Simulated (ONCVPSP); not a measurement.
Which change was made? (Se, ONCV)

selenium, optimised norm-conserving Vanderbilt (ONCV), made with ONCVPSP 4.0.1 (BLYP, scalar-relativistic). Core [Ar] 3d10, reference 4s2 4p4. Waves: 4s: rc 1.55 bohr, ncon 3, nbas 7, qcut 4.6 1/bohr, 3 projectors, debl 0.8 Ha; 4p: rc 1.80 bohr, ncon 3, nbas 8, qcut 3.7 1/bohr, 2 projectors, debl 1.9 Ha; d scattering state at 0.24 Ha: rc 1.45 bohr, ncon 4, nbas 7, qcut 6 1/bohr, 2 projectors, debl 2.4 Ha. Local part: polynomial inside 1.40 bohr (lpopt 5, dvloc0 2 Ha). Core correction: Teter function, fcfact 4.75, rcfact 1.3.

Cutoffs, loose and tight: the cutoffs (Ha) at which the residual kinetic energy of the hardest occupied pseudo-wave falls to 1 and 0.1 mHa per electron. They do not see the model core or the augmentation charge, which bear on the density cutoff. Test errors are all-electron minus pseudo excitation energies from the reference, over the configurations 4s2 4p3; 4s2 4p2; 4s2 4p1; 4s2 4p3.5; variants that change the core or the reference have their own tests.

The base gives: outcome: generated; cutoff, loose: 11 Ha; cutoff, tight: 58 Ha; bound ghosts: s, d; GHOST(+) flags above zero: s; largest test error (meV): -43.

(1) After one change the result is: outcome: generated; cutoff, loose: 8.5 Ha; cutoff, tight: 11 Ha; bound ghosts: none; GHOST(+) flags above zero: s, d; largest test error (meV): -101. Which change was it?
A. all radii but the core radius scaled by about 1.10 (s 1.70, p 1.98, d 1.60 bohr); local potential polynomial inside 1.54 bohr (lpopt 5, dvloc0 2 Ha)
B. all radii but the core radius scaled by about 0.92 (s 1.42, p 1.66, d 1.34 bohr); local potential polynomial inside 1.28 bohr (lpopt 5, dvloc0 2 Ha)
C. all radii but the core radius scaled by about 1.25 (s 1.94, p 2.26, d 1.82 bohr); local potential polynomial inside 1.76 bohr (lpopt 5, dvloc0 2 Ha)
D. all radii but the core radius scaled by about 0.78 (s 1.22, p 1.40, d 1.14 bohr); local potential polynomial inside 1.10 bohr (lpopt 5, dvloc0 2 Ha)

Results:

(1) C. The others give: all radii but the core radius scaled by about 1.10 (s 1.70, p 1.98, d 1.60 bohr); local potential polynomial inside 1.54 bohr (lpopt 5, dvloc0 2 Ha) → outcome: generated; cutoff, loose: 9.6 Ha; cutoff, tight: 31 Ha; bound ghosts: none; GHOST(+) flags above zero: s, d; largest test error (meV): -69 | all radii but the core radius scaled by about 0.92 (s 1.42, p 1.66, d 1.34 bohr); local potential polynomial inside 1.28 bohr (lpopt 5, dvloc0 2 Ha) → outcome: generated; cutoff, loose: 12 Ha; cutoff, tight: 74 Ha; bound ghosts: s, d; GHOST(+) flags above zero: d; largest test error (meV): -26 | all radii but the core radius scaled by about 0.78 (s 1.22, p 1.40, d 1.14 bohr); local potential polynomial inside 1.10 bohr (lpopt 5, dvloc0 2 Ha) → outcome: failed: ERROR pspot: first pseudo wave function has node, program will stop.
